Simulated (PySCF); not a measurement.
**Trend along the fourth-period p block: MAl molecules**

PBE0 with double-zeta basis sets in PySCF, for the lowest determinant that a PBE0 search found; no spin–orbit coupling. De refers to high-spin ground-configuration atoms. A positive dipole means M(−)Al(+).

```tsv
M	basis	state (unpaired electrons)	Re (Å)	ωe (cm⁻¹)	De (eV)	μ (D)
Ge	x2c-SVPall	quartet (σ ↑, π ↑↑)	2.462	310	2.49	1.12
Se	pcseg-1	doublet (σ ↑)	2.164	487	3.76	3.52
Br	x2c-SVPall	singlet (closed shell)	2.309	382	4.59	1.44
```

The shortest bond is that of AlSe (2.164 Å), the longest that of AlGe (2.462 Å). AlBr is bound most strongly (4.59 eV) and AlGe least (2.49 eV).

The rows differ in basis set, which adds steps of its own.

The state changes along the series, so neighbouring rows are not always alike in their bonding.

States were picked by a PBE0 search and need not be the measured ground states.
